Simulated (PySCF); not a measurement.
**Krypton: a sound run and one with changed settings**

Sound run: Kr [Kr], Kr⁺ [Ar] 3d10 4s2 4p5. Computed with PySCF 2.14 in aug-cc-pVDZ-DK, with the spin-free X2C one-electron Hamiltonian (Gaussian nucleus). In the sound run the correlated levels freeze [Ar] 3d10. The sound run starts from symmetry-adapted Hartree-Fock orbitals and uses a fine grid where one is needed.

Changed run: a valence shell is frozen. This setting is unsound on purpose.

```json
{"species": "Kr", "method": "MP2", "sound run (hartree)": "-2788.18171", "changed run (hartree)": "-2788.15738", "converged": "yes"}
{"species": "Kr", "method": "CCSD(T)", "sound run (hartree)": "-2788.19429", "changed run (hartree)": "-2788.16725", "converged": "yes"}
{"species": "Kr⁺", "method": "MP2", "sound run (hartree)": "-2787.66800", "changed run (hartree)": "-2787.63715", "converged": "yes"}
{"species": "Kr⁺", "method": "CCSD(T)", "sound run (hartree)": "-2787.68371", "changed run (hartree)": "-2787.64733", "converged": "yes"}
```

Ionisation energy of Kr:

```
 method  sound run (eV)  changed run (eV)
    UHF          13.180            13.180
    MP2          13.979            14.156
SCS-MP2          13.900            14.113
   CCSD          13.876            14.130
CCSD(T)          13.894            14.148
```

Freezing a valence shell removes pair correlation that changes on ionisation.

For comparison, NIST gives 14.000 eV between the lowest levels.
